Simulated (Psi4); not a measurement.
NTi (SMILES [N]#[Ti]), doublet, geometry from GFN2-xTB (such geometries of metal compounds can be far from the true shape), atoms displaced at random by about 0.02 Å a coordinate; PBE/3-21G in Psi4.

Here is a job for Psi4.
```
memory 2 GB

molecule mol {
0 2
Ti    0.028724    0.005790   -0.402099
N     0.001658   -0.030334    1.302439
}

set {
  basis 3-21g
  reference uks
}

optimize('pbe')
print_variables()
```

The log (banner, timings and long lists left out):

```
gradient() will perform analytic gradient computation.

   => Loading Basis Set <=

    Name: 3-21G
    Role: ORBITAL
    Keyword: BASIS

         ---------------------------------------------------------
                                   SCF
               by Justin Turney, Rob Parrish, Andy Simmonett
                          and Daniel G. A. Smith
                              UKS Reference
         ---------------------------------------------------------

  ==> Geometry <==

    Molecular point group: c2v
    Full point group: C_inf_v

    Geometry (in Angstrom), charge = 0, multiplicity = 2:

       Center              X                  Y                   Z               Mass
    ------------   -----------------  -----------------  -----------------  -----------------
         TI           0.000000000000    -0.000000000000    -0.385419660461    47.947941980000
         N            0.000000000000     0.000000000000     1.319715907514    14.003074004430

  Running in c2v symmetry.

  Rotational constants: A = ************  B =      0.53498  C =      0.53498 [cm^-1]
  Rotational constants: A = ************  B =  16038.15662  C =  16038.15662 [MHz]
  Nuclear repulsion =   47.792851180697880

  Charge       = 0
  Multiplicity = 2
  Electrons    = 29
  Nalpha       = 15
  Nbeta        = 14

  ==> Algorithm <==

  SCF Algorithm Type is DF.
  DIIS enabled.
  MOM disabled.
  Fractional occupation disabled.
  Guess Type is SAD.
  Energy threshold   = 1.00e-08
  Density threshold  = 1.00e-08
  Integral threshold = 1.00e-12

  ==> Primary Basis <==

  Basis Set: 3-21G
    Blend: 3-21G
    Number of shells: 16
    Number of basis functions: 38
    Number of Cartesian functions: 38
    Spherical Harmonics?: false
    Max angular momentum: 2

  ==> DFT Potential <==

   => LibXC <=

    Version 7.1.2
    S. Lehtola, C. Steigemann, M. J. T. Oliveira, and M. A. L. Marques,  SoftwareX 7, 1–5 (2018) (10.1016/j.softx.2017.11.002)

   => Composite Functional: PBE <=

    PBE GGA Exchange-Correlation Functional

    J.P. Perdew et. al., Phys. Rev. Lett., 77(18), 3865-3868, 1996

    Deriv               =              1
    GGA                 =           TRUE
    Meta                =          FALSE

    Exchange Hybrid     =          FALSE
    MP2 Hybrid          =          FALSE

   => Exchange Functionals <=

    1.0000     XC_GGA_X_PBE

   => Correlation Functionals <=

    1.0000     XC_GGA_C_PBE

   => LibXC Density Thresholds  <==

    XC_GGA_C_PBE:  1.00E-12
    XC_GGA_X_PBE:  1.00E-15

   => Molecular Quadrature <=

    Radial Scheme          =       TREUTLER
    Pruning Scheme         =           NONE
    Nuclear Scheme         =       TREUTLER

    Blocking Scheme        =         OCTREE
    BS radius alpha        =              1
    Pruning alpha          =              1
    Radial Points          =             75
    Spherical Points       =            302
    Total Points           =          44101
    Total Blocks           =            423
    Max Points             =            255
    Max Functions          =             38
    Weights Tolerance      =       1.00E-15

   => Loading Basis Set <=

    Name: (3-21G AUX)
    Role: JKFIT
    Keyword: DF_BASIS_SCF

  ==> Integral Setup <==

  SCF_SUBTYPE=INCORE selected. In-core MEM_DF algorithm will be used.
  Using in-core AOs.

  ==> MemDFJK: Density-Fitted J/K Matrices <==

    J tasked:                   Yes
    K tasked:                    No
    wK tasked:                   No
    Algorithm:                 Core
    Schwarz Cutoff:           1E-12
    Mask sparsity (%):       0.6925
    Fitting Condition:        1E-10

   => Auxiliary Basis Set <=

  Basis Set: (3-21G AUX)
    Blend: DEF2-UNIVERSAL-JKFIT
    Number of shells: 83
    Number of basis functions: 470
    Number of Cartesian functions: 470
    Spherical Harmonics?: false
    Max angular momentum: 6

  Minimum eigenvalue in the overlap matrix is 3.5958211770E-03.
  Reciprocal condition number of the overlap matrix is 8.6511197151E-04.
    Using symmetric orthogonalization.

  ==> Pre-Iterations <==

  SCF Guess: Superposition of Atomic Densities via on-the-fly atomic UHF (no occupation information).

   -------------------------
    Irrep   Nso     Nmo
   -------------------------
     A1        20      20
     A2         2       2
     B1         8       8
     B2         8       8
   -------------------------
    Total      38      38
   -------------------------

  ==> Iterations <==

                           Total Energy        Delta E     RMS |[F,P]|

   @DF-UKS iter SAD:  -898.79691907553115   -8.98797e+02   0.00000e+00
    Occupation by irrep:
             A1    A2    B1    B2
    DOCC [     9,    0,    2,    3 ]
    SOCC [     0,    1,    0,    0 ]
    NA   [     9,    1,    2,    3 ]
    NB   [     9,    0,    2,    3 ]

   @DF-UKS iter   1:  -898.60622217204082    1.90697e-01   5.65742e-02 DIIS/ADIIS
    Occupation by irrep:
             A1    A2    B1    B2
    DOCC [     8,    0,    3,    3 ]
    SOCC [     1,    0,    0,    0 ]
    NA   [     9,    0,    3,    3 ]
    NB   [     8,    0,    3,    3 ]

   @DF-UKS iter   2:  -888.39225863032652    1.02140e+01   1.29654e-01 ADIIS
    Occupation by irrep:
             A1    A2    B1    B2
    DOCC [     8,    0,    3,    3 ]
    SOCC [     0,    1,    0,    0 ]
    NA   [     8,    1,    3,    3 ]
    NB   [     8,    0,    3,    3 ]

   @DF-UKS iter   3:  -895.65439594303132   -7.26214e+00   7.44651e-02 DIIS/ADIIS
    Occupation by irrep:
             A1    A2    B1    B2
    DOCC [     8,    0,    3,    3 ]
    SOCC [     1,    0,    0,    0 ]
    NA   [     9,    0,    3,    3 ]
    NB   [     8,    0,    3,    3 ]

   @DF-UKS iter   4:  -896.71376910666618   -1.05937e+00   1.10727e-01 ADIIS
    Occupation by irrep:
             A1    A2    B1    B2
    DOCC [     8,    0,    3,    3 ]
    SOCC [     0,    1,    0,    0 ]
    NA   [     8,    1,    3,    3 ]
    NB   [     8,    0,    3,    3 ]

[...]
  @DF-UKS Final Energy:  -899.42833652284958
    Total Energy =                       -899.4283365228495768
  @DF-UKS Final Energy:  -899.44482289230814
    Total Energy =                       -899.4448228923081388
  @DF-UKS Final Energy:  -899.44501955709518
    Total Energy =                       -899.4450195570951792
  @DF-UKS Final Energy:  -899.44505186396225
    Total Energy =                       -899.4450518639622487
  @DF-UKS Final Energy:  -899.44505727819046
    Total Energy =                       -899.4450572781904611
  @DF-UKS Final Energy:  -899.44505839518968
    Total Energy =                       -899.4450583951896760
  @DF-UKS Final Energy:  -899.44505856385376
    Total Energy =                       -899.4450585638537632
[...]

         ------------------------------------------------------------
                                   SCF GRAD
                          Rob Parrish, Justin Turney,
                       Andy Simmonett, and Alex Sokolov
         ------------------------------------------------------------

  ==> Geometry <==

    Molecular point group: c2v
    Full point group: C_inf_v

    Geometry (in Angstrom), charge = 0, multiplicity = 2:

       Center              X                  Y                   Z               Mass
    ------------   -----------------  -----------------  -----------------  -----------------
         TI           0.000000000000     0.000000000000    -0.353890769186    47.947941980000
         N            0.000000000000     0.000000000000     1.211757794239    14.003074004430

  Nuclear repulsion =   52.050819287879989

  ==> Basis Set <==

  Basis Set: 3-21G
    Blend: 3-21G
    Number of shells: 16
    Number of basis functions: 38
    Number of Cartesian functions: 38
    Spherical Harmonics?: false
    Max angular momentum: 2

  ==> DFJKGrad: Density-Fitted SCF Gradients <==

    Gradient:                    1
    J tasked:                  Yes
    K tasked:                   No
    wK tasked:                  No
    Integrals threads:           1
    Schwarz Cutoff:          1E-12
    Fitting Condition:       1E-10

   => Auxiliary Basis Set <=

  Basis Set: (3-21G AUX)
    Blend: DEF2-UNIVERSAL-JKFIT
    Number of shells: 83
    Number of basis functions: 470
    Number of Cartesian functions: 470
    Spherical Harmonics?: false
    Max angular momentum: 6

  ==> DFT Potential <==

   => LibXC <=

    Version 7.1.2
    S. Lehtola, C. Steigemann, M. J. T. Oliveira, and M. A. L. Marques,  SoftwareX 7, 1–5 (2018) (10.1016/j.softx.2017.11.002)

   => Composite Functional: PBE <=

    PBE GGA Exchange-Correlation Functional

    J.P. Perdew et. al., Phys. Rev. Lett., 77(18), 3865-3868, 1996

    Deriv               =              1
    GGA                 =           TRUE
    Meta                =          FALSE

    Exchange Hybrid     =          FALSE
    MP2 Hybrid          =          FALSE

   => Exchange Functionals <=

    1.0000     XC_GGA_X_PBE

   => Correlation Functionals <=

    1.0000     XC_GGA_C_PBE

   => LibXC Density Thresholds  <==

    XC_GGA_C_PBE:  1.00E-12
    XC_GGA_X_PBE:  1.00E-15

   => Molecular Quadrature <=

    Radial Scheme          =       TREUTLER
    Pruning Scheme         =           NONE
    Nuclear Scheme         =       TREUTLER

    Blocking Scheme        =         OCTREE
    BS radius alpha        =              1
    Pruning alpha          =              1
    Radial Points          =             75
    Spherical Points       =            302
    Total Points           =          44087
    Total Blocks           =            413
    Max Points             =            255
    Max Functions          =             38
    Weights Tolerance      =       1.00E-15

  -Total Gradient:
     Atom            X                  Y                   Z
    ------   -----------------  -----------------  -----------------
       1        0.000000000000    -0.000000000000     0.000024414613
       2        0.000000000000    -0.000000000000    -0.000012696921

    			-----------------------------------------

    			 OPTKING 3.0: for geometry optimizations

    			     By R.A. King, Bethel University

    			        with contributions from

    			    A.V. Copan, J. Cayton, A. Heide

    			-----------------------------------------

	                            ===> Fragment 1 <==

	 Z (Atomic Numbers)          Masses                          Geom
	      22.000000            47.947942          0.00000000  0.00000000 -0.66875663
	       7.000000            14.003074          0.00000000  0.00000000  2.28989036

	 - Coordinate -           - BOHR/RAD -       - ANG/DEG -
	 R(1,2)           =         2.958647           1.565649

	        --- Internal Coordinate Step in ANG or DEG, aJ/ANG or AJ/DEG ---
	-------------------------------------------------------------------------------
	           Coordinate      Previous         Force          Change          New
	           ----------      --------        ------          ------        ------
	               R(1,2)       1.56565        0.00015        0.00002       1.56567
	-------------------------------------------------------------------------------

	                                 ==> Convergence Check <==

	Measures of convergence in internal coordinates in au.

	Criteria marked as inactive (o), active & met (*), and active & unmet ( ).

	----------------------------------------------------------------------------------------------
	   Step    Total Energy     Delta E     Max Force     RMS Force      Max Disp      RMS Disp
	----------------------------------------------------------------------------------------------
	  Convergence Criteria     1.00e-06 *    3.00e-04 *             o    1.20e-03 *             o
	----------------------------------------------------------------------------------------------
	     7    -899.44505856   -1.69e-07 *    1.86e-05 *    1.86e-05 o    3.12e-05 *    3.12e-05 o  ~
	----------------------------------------------------------------------------------------------

Next Geometry in Ang
	Fragment 1 (Ang)

	   Ti   0.0000000000   0.0000000000  -0.3538990113
	    N   0.0000000000   0.0000000000   1.2117660364

    Final optimized geometry and variables:
    Molecular point group: c2v
    Full point group: C_inf_v

    Geometry (in Angstrom), charge = 0, multiplicity = 2:

    TI           0.000000000000     0.000000000000    -0.353890769186
    N            0.000000000000     0.000000000000     1.211757794239

  Variable Map:
  ----------------------------------------------------------------------------
[...]
  Array Variable Map:
  ----------------------------------------------------------------------------
[...]
Optimizer: Optimization complete!
```
